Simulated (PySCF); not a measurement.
C8H8S.
Z-matrix (Å and degrees, PBE0-D3(BJ)/def2-SVP geometry), rows numbered from 1:
```
C 
C   1  1.3355
S   2  1.7563  1  128.74
C   3  1.7778  2  101.76  1    -0.38
C   4  1.3978  3  120.06  2    91.56
C   5  1.3937  4  119.86  3   179.03
C   6  1.3945  5  120.11  4    -0.05
C   7  1.3947  6  120.03  5    -0.05
C   8  1.3934  7  120.09  6    -0.01
H   1  1.0921  2  119.81  3   179.87
H   1  1.0929  2  122.25  3     0.01
H   2  1.0960  1  120.91  3   179.96
H   5  1.0921  4  119.30  3    -1.10
H   6  1.0926  5  119.75  4  -179.97
H   7  1.0926  6  119.98  5  -179.90
H   8  1.0926  7  120.14  6  -179.82
H   9  1.0921  4  119.28  3     1.02
```

Computed with PySCF at PBE0/pcSseg-1, non-relativistic, on one gas-phase PBE0-D3(BJ)/def2-SVP geometry that isn't relaxed in the solvent. The solvent is an IEF-PCM continuum (van der Waals radii × 1.2). The model holds no explicit solvent molecules, cavitation or dispersion.

| run | E − E(gas) (kcal/mol) | HOMO (eV) | HOMO–LUMO gap (eV) | dipole (D) |
| --- | --- | --- | --- | --- |
| gas | 0.00 | -6.32 | 5.48 | 1.60 |
| P | -4.23 | -6.48 | 5.66 | 2.12 |
| Q | -3.03 | -6.42 | 5.61 | 1.97 |
| R | -3.66 | -6.45 | 5.64 | 2.05 |

The runs were made in chloroform, dichloromethane and methanol. Which run belongs to which solvent?

P = methanol, Q = chloroform, R = dichloromethane. The dielectric constants are 4.711 (chloroform), 8.93 (dichloromethane), 32.61 (methanol), and the energy falls further as ε rises. In this model the ground state sees the solvent through ε alone.

How constant is the ratio of the lowering to (ε − 1)/(2ε + 1)?

| solvent | (ε − 1)/(2ε + 1) | E − E(gas) (kcal/mol) | ratio (kcal/mol) | polarisation term (kcal/mol) |
| --- | --- | --- | --- | --- |
| chloroform | 0.356 | -3.03 | -8.5 | -3.27 |
| dichloromethane | 0.420 | -3.66 | -8.7 | -4.01 |
| methanol | 0.477 | -4.23 | -8.9 | -4.71 |

The ratio changes by +4.0 % in size from chloroform to methanol. The polarisation term is half the interaction of the solute with the induced surface charges.

The run took about 80 s of CPU time (one thread, shared machine). This is the whole shielding run at PBE0/pcSseg-1 in methanol, SCF included.
